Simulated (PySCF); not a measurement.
Removing an electron from trans-Hf(PH3)2Cl4

Species: trans-Hf(PH3)2Cl4 (singlet state).
Cartesian coordinates in Å at the PBE0-D3(BJ)/def2-SVP level; atoms count from 1:
```
atom  x, y, z in Å
Hf1    0.069    0.040    0.000
P2    -0.073    0.009    2.794
H3     0.642    1.030    3.467
H4     0.525   -1.124    3.396
H5    -1.297    0.055    3.506
P6    -0.030   -0.101   -2.789
H7     1.024    0.544   -3.482
H8    -1.133    0.568   -3.373
H9    -0.074   -1.328   -3.497
Cl10   2.352    0.122    0.760
Cl11  -2.309    0.147    0.276
Cl12   0.173    2.323   -0.760
Cl13   0.163   -2.339   -0.275
```

Level: CAM-B3LYP/def2-SVPD (PySCF). Frontier orbitals with their largest atomic shares (Löwdin; up to four atoms above 4 %):

```json
{"orbital": "HOMO−3", "ε (eV)": "-9.91", "main atoms": "Cl12 24 %, Cl11 24 %, Cl10 23 %, Cl13 23 %"}
{"orbital": "HOMO−2", "ε (eV)": "-9.84", "main atoms": "Cl10 26 %, Cl12 24 %, Cl13 17 %, Cl11 15 %"}
{"orbital": "HOMO−1", "ε (eV)": "-9.54", "main atoms": "Cl10 29 %, Cl12 28 %, Cl13 22 %, Cl11 20 %"}
{"orbital": "HOMO", "ε (eV)": "-9.49", "main atoms": "?"}
{"orbital": "LUMO", "ε (eV)": "-1.15", "main atoms": "Hf1 56 %, P2 13 %, Cl13 10 %, Cl12 10 %"}
{"orbital": "LUMO+1", "ε (eV)": "-1.15", "main atoms": "Hf1 56 %, P6 13 %, Cl10 10 %, Cl11 10 %"}
{"orbital": "LUMO+2", "ε (eV)": "-0.37", "main atoms": "Hf1 67 %, Cl11 9 %, Cl13 9 %, Cl12 7 %"}
```

Q: What vertical ionisation energy does ΔSCF give, and how far is −ε(HOMO) from it?

A: ΔSCF: 10.09 eV (974 kJ/mol; threshold wavelength 123 nm); ⟨S²⟩ of the doublet left behind is 0.762, against 0.75 for a pure doublet. −ε(HOMO) is 9.49 eV, 0.60 eV below it. In exact Kohn–Sham theory the two would be equal; CAM-B3LYP (range-separated hybrid) falls short of its own ΔSCF value by 6 %.

Q: On which atoms does the HOMO lie?

A: Cl11 (chlorine bonded to Hf) 17 %, Cl13 (chlorine bonded to Hf) 16 %, P6 (phosphorus bonded to Hf and 3 H) 16 %, P2 (phosphorus bonded to Hf and 3 H) 16 %, so no atom holds as much as 40 %. The HOMO−1 lies 0.05 eV lower.

Q: And the vertical electron affinity, the fundamental gap, Mulliken's electronegativity and the hardness (with the factor ½)?

A: EA = 0.83 eV by ΔSCF (−ε(LUMO) = 1.15 eV). IE − EA = 9.26 eV against an orbital gap of 8.34 eV; (IE + EA)/2 = 5.46 eV; (IE − EA)/2 = 4.63 eV.

Q: With α = 156.1 au, estimate the like-pair dispersion coefficient by London's formula C6 = (3/4)α²I.

A: I = 0.3709 Eh, so C6 ≈ 6780 au, a rough estimate.

Q: What total energies stand behind the ΔSCF value?

A: E(N) = -2574.68775 Eh and E(N − 1) = -2574.31681 Eh at the same geometry, 0.37094 Eh apart. With one more electron, E(N + 1) = -2574.71840 Eh.

Q: Shift the occupied levels rigidly so that −ε(HOMO) equals the ΔSCF value. What binding energies result?

A: The shift is +0.60 eV: HOMO 10.09, HOMO−1 10.14, HOMO−2 10.44, HOMO−3 10.51 eV. A rigid shift is only a rough guide to the deeper ionisations.

Q: What kinetic energy would electrons from this vertical process carry with 118.2 nm light (10.49 eV)?

A: 10.49 − 10.09 = 0.40 eV.

Geometry: PBE0-D3(BJ)/def2-SVP; no solvent, vibrations or thermal averaging. Atoms past krypton carry effective core potentials; spin–orbit coupling is left out.
